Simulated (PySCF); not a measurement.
**`CB(C)c1cnc(C)cn1`, C₇H₁₁BN₂**

Molfile (atoms numbered from 1):
```
C7H11BN2
     RDKit          3D

 21 21  0  0  0  0  0  0  0  0999 V2000
   -2.8461   -0.9596   -0.1430 C   0  0  0  0  0  0  0  0  0  0  0  0
   -1.8792    0.2443    0.1514 B   0  0  0  0  0  0  0  0  0  0  0  0
   -2.4456    1.6512    0.5340 C   0  0  0  0  0  0  0  0  0  0  0  0
   -0.3110    0.0681    0.0564 C   0  0  0  0  0  0  0  0  0  0  0  0
    0.3184   -1.1789   -0.0720 C   0  0  0  0  0  0  0  0  0  0  0  0
    1.6384   -1.3353   -0.1511 N   0  0  0  0  0  0  0  0  0  0  0  0
    2.3833   -0.2331   -0.1075 C   0  0  0  0  0  0  0  0  0  0  0  0
    3.8688   -0.3714   -0.2100 C   0  0  0  0  0  0  0  0  0  0  0  0
    1.7681    1.0278    0.0238 C   0  0  0  0  0  0  0  0  0  0  0  0
    0.4608    1.1770    0.1052 N   0  0  0  0  0  0  0  0  0  0  0  0
   -2.4407   -1.9641    0.0486 H   0  0  0  0  0  0  0  0  0  0  0  0
   -3.0622   -0.9154   -1.2290 H   0  0  0  0  0  0  0  0  0  0  0  0
   -3.8187   -0.8604    0.3626 H   0  0  0  0  0  0  0  0  0  0  0  0
   -3.4470    1.8539    0.1246 H   0  0  0  0  0  0  0  0  0  0  0  0
   -1.7509    2.4717    0.3060 H   0  0  0  0  0  0  0  0  0  0  0  0
   -2.5615    1.6384    1.6365 H   0  0  0  0  0  0  0  0  0  0  0  0
   -0.2781   -2.0968   -0.1083 H   0  0  0  0  0  0  0  0  0  0  0  0
    4.2354    0.0440   -1.1628 H   0  0  0  0  0  0  0  0  0  0  0  0
    4.1411   -1.4331   -0.1645 H   0  0  0  0  0  0  0  0  0  0  0  0
    4.3794    0.1720    0.5996 H   0  0  0  0  0  0  0  0  0  0  0  0
    2.3823    1.9364    0.0637 H   0  0  0  0  0  0  0  0  0  0  0  0
  1  2  1  0
  2  3  1  0
  2  4  1  0
  4  5  2  0
  5  6  1  0
  6  7  2  0
  7  8  1  0
  7  9  1  0
  9 10  2  0
 10  4  1  0
  1 11  1  0
  1 12  1  0
  1 13  1  0
  3 14  1  0
  3 15  1  0
  3 16  1  0
  5 17  1  0
  8 18  1  0
  8 19  1  0
  8 20  1  0
  9 21  1  0
M  END
```

Method: quadratic response CAM-B3LYP/aug-cc-pVDZ first hyperpolarisability, Taylor convention, gas phase (PySCF). Geometry: PBE0-D3(BJ)/def2-SVP.

Q: Give the tensor of the static β(0;0,0) in the axes of these coordinates.

A: In au, Taylor convention; rows are the first index (the induced dipole):
```tsv
	xx	yy	zz	xy	xz	yz
x	+532.4	-44.4	+12.9	-69.2	-37.8	-5.0
y	-69.2	+39.4	-1.8	-44.4	-5.0	+4.8
z	-37.8	+4.8	-0.1	-5.0	+12.9	-1.8
```
Norm of βᵢ = ⅓ Σⱼ (βᵢⱼⱼ + βⱼᵢⱼ + βⱼⱼᵢ): 503.1 au, hyper-Rayleigh value 221.0 au.
